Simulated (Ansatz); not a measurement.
Relaxation of CH$_{6}$BFS (10 atoms, charge 0, multiplicity 1), to a largest force component of 0.03 eV/Å in at most 50 steps.

The calculation used Ansatz 0.2.0, RKS B3LYP/def2-SVP.

```xyz
10
Properties=species:S:1:pos:R:3
B 0.070 -0.201 -0.050
F 0.022 -0.556 1.235
C 1.445 -0.146 -0.789
H 1.625 -1.139 -1.246
H 1.443 0.581 -1.614
H 2.293 0.054 -0.117
H -0.995 -0.061 -0.601
S -0.283 2.578 1.259
H 1.018 2.745 1.593
H -0.364 1.402 1.976
```

Where does it end, and by what steps?

It converged. After 11 steps the energy has fallen by 0.066 eV; H10 moved furthest, 0.52 Å.

```tsv
step	energy less start (eV)	largest force component (eV/Å)	accepted
0	0.0000	0.752	yes
1	-0.0462	0.400	yes
2	-0.0509	0.408	yes
3	-0.0558	0.190	yes
4	-0.0579	0.081	yes
5	-0.0605	0.215	yes
6	-0.0629	0.101	yes
7	-0.0646	0.066	yes
8	-0.0653	0.094	yes
9	-0.0658	0.075	yes
10	-0.0658	0.049	no
11	-0.0662	0.014	yes
```

```xyz
10
Properties=species:S:1:pos:R:3
B 0.079 -0.316 -0.064
F 0.050 -0.794 1.185
C 1.451 -0.134 -0.793
H 1.634 -1.054 -1.382
H 1.435 0.697 -1.516
H 2.303 -0.012 -0.105
H -0.993 -0.188 -0.609
S -0.218 2.594 1.166
H 1.080 2.648 1.542
H -0.548 1.817 2.222
```

Time of the run: 21 s on 2 threads of Arm Neoverse V2, with other jobs on the host, peak memory 0.17 GiB.
